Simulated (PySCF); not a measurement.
SMILES [CH3][Al]([CH3])[NH2], singlet (PBE0/def2-SVP optimised geometry):

```
12

Al    -0.123     0.100     0.000
C      1.837     0.100     0.000
H      2.270    -0.913    -0.009
H      2.234     0.621     0.889
H      2.236     0.639    -0.876
C     -1.184     1.749     0.000
H     -0.951     2.373     0.880
H     -2.270     1.566     0.003
H     -0.955     2.368    -0.885
N     -0.975    -1.462     0.001
H     -1.983    -1.580     0.001
H     -0.529    -2.373     0.000
```

Computed with PBE0/def2-TZVP (PySCF).

Question: What are the frontier orbital energies and the dipole moment?

Answer: HOMO-2 -8.79 eV, HOMO-1 -7.56 eV, HOMO -7.17 eV, LUMO 0.33 eV, LUMO+1 0.38 eV; dipole moment 0.66 D.

On the same geometry PBE/def2-TZVP (PySCF) gives HOMO-2 -7.41 eV, HOMO-1 -6.28 eV, HOMO -5.80 eV, LUMO -0.42 eV, LUMO+1 -0.40 eV; dipole moment 0.71 D.

Meta-Löwdin charges at PBE0/def2-TZVP: Al1 0.87, C2 -0.67, H3 0.12, H4 0.13, H5 0.13, C6 -0.67, H7 0.13, H8 0.12, H9 0.13, N10 -0.75, H11 0.23, H12 0.23.
